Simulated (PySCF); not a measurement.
Br4Sn. Atoms are numbered in the order given.

```xyz
5

Br    -1.4367    -1.4367     1.4367
Sn     0.0000     0.0000     0.0000
Br     1.4367    -1.4367    -1.4367
Br     1.4367     1.4367     1.4367
Br    -1.4367     1.4367    -1.4367
```
Charge 0, spin multiplicity 1.

Coordinates come from a B3LYP-D3(BJ)/def2-SVP optimisation. The isomer is the one that the SMILES or the coordinates give; other isomers of the formula were not compared. The def2 effective core potentials stand for the cores of Sn; spin–orbit coupling is left out.

All values below come from ωB97X/def2-TZVP (PySCF).

```json
{
  "total_energy": "-10511.27673 hartree",
  "point_group": "Td",
  "highest_occupied_level": "-11.28 eV",
  "lowest_empty_level": "-1.90 eV",
  "orbital_gap": "9.37 eV",
  "dipole_moment": "0.00 D",
  "quadrupole, principal values (traceless, Buckingham form, about the centre of nuclear charge)": "0.00, 0.00, 0.00 D·Å",
  "mean_static_polarisability": "121.0 bohr³ (17.93 Å³)",
  "polarisability_principal_values": "121.0, 121.0, 121.0 bohr³"
}
```
